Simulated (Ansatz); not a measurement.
Gas-phase electronic energies from Ansatz, PBE0-D4/def2-TZVP geometries. CCSD(T)/CBS adds triple-zeta CCSD(T) − MP2 to the extrapolated MP2 energy (def2 sets, frozen cores). This one scheme is used for every species. DFT in def2-TZVPP. One conformer a species, not always the lowest.

Reaction (formal hydrolysis of the Al–N bond): `[AlH2][NH][SiH2]O[SiH3]` + H₂O → `[OH][AlH2]` + `N[SiH2]O[SiH3]`

```tsv
level	ΔE (kJ/mol)	difference from CCSD(T)/CBS
revPBE-D4	-29.7	0.9
B97M-V	-36.8	-6.2
r2SCAN0-D4	-34.6	-4.0
ωB97M-V	-35.6	-5.0
revPBE	-38.2	-7.6
r2SCAN	-37.4	-6.8
CAM-B3LYP	-43.9	-13.3
HF/def2-SVP	-37.8	-7.2
HF/def2-QZVPP	-42.6	-12.0
HF/CBS(def2)	-42.6	-12.0
CCSD(T)/CBS	-30.6	0
```

Largest T1 diagnostic among the species: 0.012.

The D4 term adds +7.9 kJ/mol with B3LYP and +4.6 kJ/mol with PBE0; it sums over pairs of atoms, weighted by their polarisabilities, and B3LYP, whose exchange is more repulsive, gets the larger term. Leaving LDA and LC-ωPBE aside and taking each functional with its dispersion term where it has one, the values, not all of them listed here, spread over 9.9 kJ/mol, from B2PLYP to revPBE-D4.

B3LYP here is the variant with VWN-RPA as its local correlation; programs differ in this.
